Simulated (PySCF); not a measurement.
Delta-SCF ions had no search for a lower state. Excitations are Tamm–Dancoff values on a coarser integration grid. The basis has no diffuse functions, so Rydberg states are missing or too high.

## C$_{2}$H$_{6}$Br$_{2}$InN, SMILES `C[N](C)[In]([Br])[Br]` (C–N–In–Br torsion 180°) (charge 0, multiplicity 1)

All values below come from PBE-D3(BJ)/def2-TZVP // B3LYP-D3(BJ)/def2-SVP run with PySCF 2.14.0.

```
Quantity                                                               Result
--------------------------------------  -------------------------------------
HOMO                                                                 -5.39 eV
dipole moment                                                       0.550 e·Å
HOMO–LUMO gap                                                         2.15 eV
LUMO                                                                 -3.23 eV
S1 excitation (TDA)                                                   2.33 eV
S1 oscillator strength                                                  0.004
T1 excitation (TDA)                                                   1.99 eV
S1–T1 gap (TDA)                                                       0.34 eV
vertical ionisation energy (Delta-SCF)                                8.11 eV
total energy                                                    -5472.2408 Ha
cost                                    about 6 core-minutes (a rough figure)
```

```xyz
12

C     -0.3953    -1.2314     0.7450
N     -0.0737    -0.0132     0.0339
C     -1.1500     0.9496    -0.0526
In     1.7436     0.3184    -0.7808
Br     2.1787     2.4533    -1.9869
Br     3.5185    -1.4151    -0.5662
H      0.4669    -1.9154     0.7714
H     -1.2381    -1.7727     0.2681
H     -0.6922    -1.0257     1.7939
H     -1.4880     1.2756     0.9526
H     -2.0345     0.5284    -0.5730
H     -0.8356     1.8483    -0.6053
```
